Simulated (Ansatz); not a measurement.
The cluster Sr3O3. Total charge 0; singlet. Geometry PBE0-D4/def2-SVP, basis def2-TZVP, Ansatz.

```xyz
6

Sr    1.255   -0.882   -0.776
Sr    1.078    0.302    3.099
Sr   -1.492    0.849    0.016
O    -0.347    0.332   -1.933
O    -0.975   -0.911   -1.398
O     0.482    0.309    0.992
```

| run | HOMO (eV) | LUMO (eV) |
| --- | --- | --- |
| A | -3.07 | -1.47 |
| B | -2.68 | -1.70 |
| C | -2.61 | -1.79 |
| D | -2.73 | -1.94 |
| E | -2.73 | -1.85 |

In the def2 sets Sr takes a core potential; there is no spin–orbit coupling. The structure holds 1 bond(s) between oxygen atoms. Another isomer (singlet) lies 2.07 eV lower at PBE0-D4/def2-TZVP; other spin states weren't run for this one.

The runs used B97M-V, BLYP, PBE, PBE0, r2SCAN. Estimate which is which.

A PBE0 (25 % exact exchange); B r2SCAN (0 % exact exchange); C BLYP (0 % exact exchange); D B97M-V (0 % exact exchange); E PBE (0 % exact exchange). Exact exchange lowers occupied and raises empty levels; among semilocal functionals meta-GGAs tend to open the gap a little, and such runs are hard to tell apart. The gap grows from 0.78 eV (B97M-V) to 1.60 eV (PBE0). The restricted singlet is unstable towards broken spin symmetry in Hartree–Fock (as tested in another run); at PBE0-D4/def2-TZVP, r2SCAN-D4/def2-TZVP, BLYP-D4/def2-TZVP, B97M-V/def2-TZVP and others this wasn't settled.
